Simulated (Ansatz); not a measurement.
Z-matrix (Å, degrees):
```
B
O 1 1.3318
H 2 0.9662 1 118.54
S 1 1.8010 2 126.58 3 -0.04
H 4 1.3373 1 96.43 2 179.96
```
Charge 0, spin multiplicity 2.

Calculation: frozen-core CCSD(T)/cc-pVTZ // CAM-B3LYP-D3(BJ)/def2-TZVP (Ansatz, a first-principles code).

HF energy: -498.32005 Ha
MP2 correlation energy: -0.49035 Ha

Q: Estimate the CCSD correlation energy, the (T) correction, the total energy and the T1 diagnostic.

A: 
- CCSD correlation energy: -0.51546 Ha
- (T) correction: -0.02159 Ha
- CCSD(T) total energy: -498.85710 Ha
- T1 diagnostic: 0.016
